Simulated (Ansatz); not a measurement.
Mulliken charges of CH3F3Si, SMILES `FC(F)(F)[SiH3]` from ωB97M-V/def2-TZVPP in Ansatz (PBE0-D4/def2-TZVP geometry).

| atom | x (Å) | y (Å) | z (Å) | charge (e) |
| --- | --- | --- | --- | --- |
| F1 | 0.413 | -1.059 | 1.537 | -0.172 |
| C2 | 0.628 | -0.666 | 0.269 | 0.379 |
| F3 | 0.563 | -1.769 | -0.499 | -0.172 |
| F4 | 1.897 | -0.223 | 0.207 | -0.172 |
| Si5 | -0.636 | 0.684 | -0.296 | 0.129 |
| H6 | -0.479 | 1.843 | 0.612 | 0.003 |
| H7 | -0.305 | 1.040 | -1.694 | 0.003 |
| H8 | -1.989 | 0.092 | -0.192 | 0.003 |

Q: By hand: the dipole of these point charges (1 e Å = 4.8032 D).

A: Σ q r = (-0.347, 0.370, -0.154) e Å, of length 0.530 e Å = 2.55 D.

Q: How does the dipole of the full density compare? (Best estimate.)

A: Computed: (-0.299, 0.319, -0.133) e Å, 2.20 D; the point charges give 1.16 times that, at 0° from its direction.

Point charges leave out the atoms' own dipoles, such as those of lone pairs, and Mulliken's split depends on the basis, so the two needn't agree.
